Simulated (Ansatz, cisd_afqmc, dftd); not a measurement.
Reaction: HBr (bromane, SMILES Br) → Br (doublet) + H (doublet) (the Br-H bond breaks)
Each species at its own B3LYP-D3(BJ)/def2-TZVP minimum (Ansatz, a first-principles code).

Wanted: bond dissociation energy (electronic), in kJ/mol. Open shells are spin-unrestricted; no spin-orbit coupling. Cores are frozen in correlated methods (noble-gas shells, and filled d and f shells in the p block). No relativity. AFQMC/CISD: phaseless, guided by CISD from CCSD amplitudes; bars are statistical, one sigma. Outlying blocks are dropped, and bars are widened where a walk drifts. Over all cases where full CI ran beside it in this data, AFQMC minus full CI had a median of +0.1 mEh and passed +0.4 mEh in a tenth of the cases. CBS(X,Y): correlation extrapolated as X^-3, Hartree-Fock from the larger set (Q,5: extrapolated as (X+1)exp(-9√X)). A bracket is a step between two methods taken in the basis named. Double hybrids freeze cores in their MP2 part. For partners of very few electrons the exact lower level stands in for a higher one. Spin-orbit terms, left out, reach several kcal/mol for Br and I, and more for heavier atoms.

```
level                                                                                                  program  bond dissociation energy (kJ/mol)  difference against the last row
-----------------------------------------------------------------------------------------  -------------------  ---------------------------------  -------------------------------
HF/cc-pV5Z                                                                                              Ansatz                              272.0                           -119.3
PBE-D3(BJ)/def2-TZVPD                                                                           Ansatz + dftd3                              389.9                             -1.4
PBE0/def2-TZVPD                                                                                         Ansatz                              382.8                             -8.5
r2SCANh-D4/def2-TZVPD                                                                           Ansatz + dftd4                              387.4                             -3.9
CAM-B3LYP/def2-TZVPD                                                                                    Ansatz                              383.4                             -7.9
wB97X-V/def2-TZVPD                                                                                      Ansatz                              385.7                             -5.6
wB97M-V/def2-TZVPD                                                                                      Ansatz                              384.6                             -6.7
B2GP-PLYP-D3(BJ)/def2-TZVPD                                                                     Ansatz + dftd3                              378.2                            -13.1
MP2/cc-pVTZ                                                                                             Ansatz                              377.0                            -14.3
CCSD/cc-pVQZ                                                                                            Ansatz                              381.7                             -9.6
CCSD/cc-pV5Z                                                                                            Ansatz                              383.4                             -7.9
CCSDT(Q)/cc-pV5Z                                                                                        Ansatz                              389.3                             -2.0
CCSDTQ/cc-pVTZ                                                                                          Ansatz                              380.5                            -10.8
AFQMC/CISD/cc-pVQZ                                                                                  cisd_afqmc                        389.7 ± 1.0                             -1.6
CCSD(T)/CBS(cc-pVQZ,cc-pV5Z) + [AFQMC/CISD - CCSD(T)]/cc-pVQZ                              Ansatz + cisd_afqmc                        393.5 ± 1.0                              2.2
CCSD(T)/CBS(cc-pVQZ,cc-pV5Z) + [CCSDT(Q) - CCSD(T)]/cc-pV5Z + [CCSDTQ - CCSDT(Q)]/cc-pVTZ               Ansatz                              391.3                              0.0
```
